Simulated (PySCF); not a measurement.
# SMILES C(=C)C1=[O+][GaH2-][S]C=C1, C5H7GaOS

Molfile (atoms numbered from 1):
```
C5H7GaOS
     RDKit          3D

 15 15  0  0  0  0  0  0  0  0999 V2000
   -2.3169    1.3294   -0.4645 C   0  0  0  0  0  0  0  0  0  0  0  0
   -1.8239    0.0939   -0.4266 C   0  0  0  0  0  0  0  0  0  0  0  0
   -0.4218   -0.1791   -0.1108 C   0  0  0  0  0  0  0  0  0  0  0  0
    0.3566    0.8066    0.1374 O   0  0  0  0  0  0  0  0  0  0  0  0
    2.1251    1.1780    0.5774 Ga  0  0  0  0  0  4  0  0  0  0  0  0
    2.7088   -1.1252    0.5594 S   0  0  0  0  0  0  0  0  0  0  0  0
    1.2857   -1.9554    0.1753 C   0  0  0  0  0  0  0  0  0  0  0  0
    0.0106   -1.5159   -0.0953 C   0  0  0  0  0  0  0  0  0  0  0  0
   -3.3486    1.5272   -0.6974 H   0  0  0  0  0  0  0  0  0  0  0  0
   -1.6837    2.1787   -0.2604 H   0  0  0  0  0  0  0  0  0  0  0  0
   -2.4443   -0.7672   -0.6289 H   0  0  0  0  0  0  0  0  0  0  0  0
    2.1048    1.7781    2.0009 H   0  0  0  0  0  0  0  0  0  0  0  0
    2.7237    1.9561   -0.6159 H   0  0  0  0  0  0  0  0  0  0  0  0
    1.4498   -3.0267    0.1454 H   0  0  0  0  0  0  0  0  0  0  0  0
   -0.7304   -2.2705   -0.3178 H   0  0  0  0  0  0  0  0  0  0  0  0
  1  2  2  0
  2  3  1  0
  3  4  2  0
  4  5  1  0
  5  6  1  0
  6  7  1  0
  7  8  2  0
  8  3  1  0
  1  9  1  0
  1 10  1  0
  2 11  1  0
  5 12  1  0
  5 13  1  0
  7 14  1  0
  8 15  1  0
M  CHG  2   4   1   5  -1
M  END
```

Computed with GIAO HF/pcSseg-1 magnetisability, rotational g tensor and spin-rotation constants, non-relativistic, gas phase (PySCF). Geometry: GFN2-xTB.

The calculation is non-relativistic, which matters for the atoms heavier than Zn.

Task: Give the nuclear spin-rotation constants along the inertial axes (H = +C I·J) beside the isotropic shieldings.

Result: Rotational constants 1.8857, 0.9558, 0.6402 GHz. A star marks the isotopologue with that one atom substituted, in its own axes.
```tsv
atom	isotope	Caa (kHz)	Cbb (kHz)	Ccc (kHz)	mean (kHz)	σ (ppm)
Ga5	69Ga	2.941	1.535	0.721	1.732	1662.5
H9	1H	0.203	-0.106	-0.075	0.007	25.3
H10	1H	-0.070	0.045	-0.073	-0.033	24.6
H11	1H	-0.046	0.022	-0.080	-0.035	25.8
H12	1H	-0.140	-0.049	-0.001	-0.063	27.6
H13	1H	-0.140	-0.048	-0.002	-0.063	27.6
H14	1H	-0.176	0.121	-0.068	-0.041	22.6
H15	1H	-0.054	0.026	-0.083	-0.037	26.2
C1	13C*	0.982	0.352	0.065	0.466	42.3
C2	13C*	0.858	0.316	0.091	0.422	57.2
C3	13C*	1.043	0.467	0.114	0.541	-7.5
O4	17O*	-0.765	-0.331	0.020	-0.359	104.4
S6	33S*	0.584	0.335	0.097	0.339	469.2
C7	13C*	0.939	0.648	0.072	0.553	-23.2
C8	13C*	0.568	0.383	0.080	0.344	80.0
```
For the geometry as given, no vibrational averaging.

Task: How do the rotational constants and the g tensor change when H9, H10, H11, H12, H13, H14, H15 are replaced by deuterium?

Result: Constants 1.6803, 0.8695, 0.5827 GHz; g -0.0333, -0.0181, -0.0029, against -0.0374, -0.0197, -0.0030 before.
